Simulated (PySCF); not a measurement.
**The first ionisation energy along group 12**

Calculated with PySCF 2.14 from differences of total energies of unrestricted determinants, without spin-orbit coupling. Values in eV. The last column holds reference values (NIST; (s) semi-empirical, (t) theoretical, else measured). Unmarked ones compare directly (S terms, centres of terms, or small fine structure); those marked * lie between the lowest fine-structure levels and include a spin-orbit shift.

```csv
element,configurations,UHF,LDA,PBE0,SCS-MP2 (valence),SCS-MP2 (valence and next inner shell),CCSD(T) (valence),reference
"Zn (def2-TZVPPD, non-relativistic)",[Ar] 3d10 4s2 → [Ar] 3d10 4s1,7.636,9.710,9.094,8.847,8.877,9.008,9.394
"Cd (def2-TZVPPD with the def2 core potential (28 electrons), ECP)",[Kr] 4d10 5s2 → [Kr] 4d10 5s1,7.338,9.486,8.817,8.687,8.756,8.720,8.994
"Hg (def2-TZVPPD with the def2 core potential (60 electrons), ECP)",[Xe] 4f14 5d10 6s2 → [Xe] 4f14 5d10 6s1,8.500,10.854,10.148,10.226,10.332,10.141,10.438
```

```csv
method,elements,mean error (eV),mean absolute error (eV),largest error (eV)
UHF,3,-1.784,1.784,-1.938
LDA,3,0.408,0.408,0.492
PBE0,3,-0.255,0.255,-0.300
SCS-MP2 (valence),3,-0.355,0.355,-0.547
SCS-MP2 (valence and next inner shell),3,-0.287,0.287,-0.517
CCSD(T) (valence),3,-0.319,0.319,-0.387
```

Errors include the incompleteness of the basis and the frozen core.

"Valence" correlates the outer s and p shells and, in groups 3 to 12 and the f block, the outer d or f shell, open or full, or the next shell where the ion has no valence electron left; the wider scheme adds the next inner shell.
